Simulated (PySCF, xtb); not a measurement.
O3S, SMILES O=S(=O)=O.

GFN2-xTB in xtb 6.7.1 at its own geometry gives an orbital gap of 4.45 eV and a dipole moment of 0.00 D.

Geometry: ωB97X-D3(BJ)/def2-TZVP.

What does PBE/def2-TZVPD (PySCF) give? (The exact figures need the calculation; the answer reports its results.)

gap 4.59 eV (levels -8.29 and -3.69 eV), dipole 0.00 D.
